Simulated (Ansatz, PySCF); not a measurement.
Torsion H5–O3–C2–O1 in CH2O2 (SMILES O=CO); at each angle all else is relaxed with GFN2-xTB, and the levels are single points there.
Geometry at 0° (charge 0, multiplicity 1):
```csv
atom,x (Å),y (Å),z (Å)
O,-0.6258,1.0830,0.4975
C,-0.4165,-0.0057,0.0574
O,0.7707,-0.4900,-0.2654
H,-1.1897,-0.7633,-0.1419
H,1.4698,0.1649,-0.0965
```

On the grid 0° to 180°, 100° is the highest and 0° the lowest point at CCSD(T)/CBS(cc-pVTZ, cc-pVQZ).

Frozen-core correlation. CBS: X⁻³ extrapolation of the correlation energy, Hartree–Fock from the larger set.

Programs: Ansatz (Gaussian orbitals); PySCF for the dispersion terms. 

Give the energy at 100° less that at 0° at the level CCSD(T)/CBS(cc-pVTZ, cc-pVQZ).

537 meV

Estimate the energy at 100° less that at 0° that PBE0-D3(BJ)/def2-TZVPP returns for this input.

563 meV

Estimate the energy at 100° less that at 0° that SCS-MP2/cc-pVDZ returns for this input.

586 meV

Ansatz is a first-principles code.
